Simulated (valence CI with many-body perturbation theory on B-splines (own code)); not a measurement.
**E1 transitions of La IX**

Method: relativistic CI+MBPT: three valence electrons over a frozen Dirac-Fock core [Kr] 4d10, a basis of 7 s, 7 p, 7 d, 7 f, 4 g, 2 h functions for each j, with the one-electron correlation potential Σ1, the two-electron term Σ2, the three-electron term Σ3, Breit, model QED; selected CI, second order for the rest, scaled by the run's own slope (own B-spline code, finite nucleus).

No measured levels were compared; by estimate levels hold to about 250 cm⁻¹ or 0.2 % of their energy and the worst to 1 %, as in measured heavy ions of charge 2 to 7; those with d or f electrons hold less well.

Lines 101 to 150 of 580 in falling wavelength, among levels below 524560 cm⁻¹, chosen from the strongest by gf and those to the six lowest levels. Wavelengths and rates use the calculated energies, so an error of 400 cm⁻¹ moves a line at 66.18 nm by 0.26 % and its rate by three times that or more. Electric multipoles are in the length gauge, E1 and E2 with the static RPA response of the core. Weak lines are less certain than strong ones. Lines between different terms over intervals too small for the method are left out, as are lines whose strength nearly cancels. Where a level lies close to another of its J and parity, the split of strength between their lines is uncertain. The highest levels of a list are the least certain.

Names give the largest LS component (configuration and term), which can be under half, so a name can repeat, a term be missing and a line seem to break the LS rules; names also repeat where a configuration has a term twice. Letters in brackets count levels of one name in rising energy.

```csv
λ vac (nm),Upper,Lower,A (s⁻¹),S (a.u.)
66.18,4f5p² ⁴F°_3/2,4f5s5p ⁴D_1/2,1.58e+09,9.04e-01
66.03,4f5s5p ²G_7/2 [b],4f5s² ²F°_5/2,5.39e+07,6.12e-02
65.90,5p³ ²D°_5/2,5s5p² ²D_5/2,1.89e+09,1.60e+00
65.79,4f5p² ⁴G°_9/2,4f5s5p ⁴G_9/2,1.96e+09,2.76e+00
65.72,4f5s5p ²D_5/2 [a],4f5s² ²F°_7/2,2.42e+08,2.03e-01
65.69,4f5p² ⁴G°_5/2 [a],4f5s5p ²F_7/2 [a],1.29e+09,1.08e+00
65.30,4f5s5p ⁴D_3/2 [b],4f5s² ²F°_5/2,1.03e+08,5.66e-02
65.25,4f²5p ⁴D°_5/2 [a],4f²5s ⁴F_7/2,7.89e+08,6.49e-01
65.18,5p³ ²P°_3/2,5s5p² ²P_3/2,1.40e+09,7.67e-01
64.93,5s5p5d ⁴F°_9/2 [b],4f5s5p ⁴G_11/2,2.92e+09,3.94e+00
64.91,4f5s5p ²D_5/2 [a],4f5s² ²F°_5/2,4.11e+07,3.33e-02
64.65,4f5p² ⁴G°_11/2,4f5s5p ⁴G_11/2,2.63e+09,4.20e+00
64.56,4f5s5d ²F°_7/2 [b],4f²5s ⁴F_9/2,7.67e+08,8.15e-01
64.47,4f²5p ²G°_7/2 [a],4f²5s ²H_9/2 [a],8.09e+08,8.56e-01
64.15,4f²5p ⁴H°_7/2,4f²5s ⁴H_7/2,1.70e+09,1.78e+00
64.06,4f²5p ⁴D°_3/2 [d],4f²5s ⁴P_3/2,1.65e+09,8.56e-01
64.02,4f5s5d ²P°_3/2 [b],4f²5s ²D_5/2,1.45e+09,7.52e-01
63.92,4f5s5d ²G°_9/2 [b],4f²5s ⁴H_9/2,7.93e+08,1.02e+00
63.91,4f5s5d ²H°_11/2 [b],4f²5s ⁴H_13/2,5.93e+08,9.17e-01
63.90,5s5p² ²D_5/2,5s²5p ²P°_3/2,1.16e+09,9.00e-01
63.84,4f5p² ⁴G°_5/2 [a],4f5s5p ⁴F_7/2 [a],1.38e+09,1.07e+00
63.55,5s²5f ²F°_7/2,4f²5s ²H_9/2 [a],6.96e+08,7.06e-01
63.43,4f²5p ⁴G°_11/2 [a],4f²5s ⁴F_9/2,1.58e+09,2.39e+00
63.34,4f5s5d ²H°_11/2 [c],4f²5s ²H_11/2,6.77e+08,1.02e+00
63.28,5s5p5d ⁴F°_7/2 [b],4f5s5p ⁴F_9/2,3.43e+09,3.44e+00
63.11,4f5s5d ²H°_11/2 [b],4f²5s ⁴H_9/2,4.66e+08,6.94e-01
63.10,4f5s5d ²H°_9/2 [c],4f²5s ²H_9/2 [b],1.92e+09,2.38e+00
63.00,5s²6p ²P°_3/2 [b],4f5s5p ²D_5/2 [b],1.90e+09,9.36e-01
62.82,4f²5p ⁴G°_9/2 [b],4f²5s ⁴F_7/2,9.98e+08,1.22e+00
62.82,4f²5p ²K°_13/2,4f²5s ²I_11/2,2.47e+09,4.24e+00
62.80,4f²5p ²K°_13/2,4f²5s ²I_13/2,1.60e+09,2.74e+00
62.74,4f²5p ⁴D°_5/2 [b],4f²5s ⁴P_5/2,1.11e+09,8.12e-01
62.41,4f²5p ⁴F°_7/2,4f²5s ²G_7/2,7.38e+08,7.08e-01
62.31,4f5s5d ²H°_9/2 [b],4f²5s ⁴H_7/2,9.55e+08,1.14e+00
62.10,4f²5p ²G°_9/2,4f²5s ²F_7/2,9.41e+08,1.11e+00
62.00,5s5p5d ⁴P°_3/2,4f5s5p ⁴D_5/2,1.28e+09,6.04e-01
61.95,4f²5p ²G°_7/2 [b],4f²5s ²F_5/2,1.30e+09,1.22e+00
61.87,4f²5p ⁴I°_13/2,4f²5s ⁴H_13/2,1.57e+09,2.56e+00
61.77,4f²5p ⁴I°_11/2,4f²5s ⁴H_9/2,1.57e+09,2.19e+00
61.73,4f²5p ⁴G°_11/2 [a],4f²5s ⁴H_13/2,1.07e+09,1.49e+00
61.71,4f²5p ⁴F°_9/2,4f²5s ²H_9/2 [a],1.27e+09,1.47e+00
61.50,4f²5p ⁴G°_11/2 [b],4f²5s ²H_9/2 [a],2.34e+09,3.23e+00
61.46,4f²5p ⁴I°_13/2,4f²5s ⁴H_11/2,3.35e+09,5.37e+00
61.39,4f²5p ²I°_13/2 [b],4f²5s ²H_11/2,2.94e+09,4.70e+00
61.36,5s²5d ²D_5/2,4f5s² ²F°_7/2,1.43e+08,9.80e-02
61.33,4f²5p ⁴G°_11/2 [a],4f²5s ⁴H_11/2,1.55e+09,2.12e+00
61.32,5s5p5d ⁴D°_5/2,4f5s5p ⁴F_7/2 [b],1.39e+09,9.51e-01
61.23,4f5p² ²F°_7/2 [c],4f5s5p ²D_5/2 [b],2.16e+09,1.95e+00
61.19,5s5p5d ⁴D°_7/2 [b],4f5s5p ⁴G_9/2,7.34e+08,6.64e-01
61.17,5s5p² ²P_1/2,5s²5p ²P°_3/2,5.66e+08,1.28e-01
```
